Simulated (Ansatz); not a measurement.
RuO₄. Total charge 0; singlet. Geometry PBE-D4/def2-SVP; atoms count from 1.

Cartesian coordinates in Å:
```
Ru 0.0000 0.0000 0.0000
O 1.0918 1.2413 -0.3718
O 0.7519 -1.1278 1.0168
O -0.4910 -0.7671 -1.4289
O -1.3527 0.6535 0.7838
```

In the def2 sets Ru takes a core potential; there is no spin–orbit coupling. The restricted singlet is unstable towards broken spin symmetry at other levels; at PBE0-D4/def2-TZVP this wasn't settled.

(1) Estimate the Mulliken populations from the PBE0/def2-TZVP orbitals of Ansatz.

(2) And the Mayer bond orders between heavy atoms (over 0.3)?

Answers

(1) 
| atom | charge (e) | d electrons |
| --- | --- | --- |
| Ru1 | 1.76 | 5.48 |
| O2 | -0.44 | – |
| O3 | -0.44 | – |
| O4 | -0.44 | – |
| O5 | -0.44 | – |
Mulliken values depend strongly on the basis.

(2) Ru1–O2 1.54 (1.69 Å); Ru1–O3 1.54 (1.69 Å); Ru1–O4 1.54 (1.69 Å); Ru1–O5 1.54 (1.69 Å).
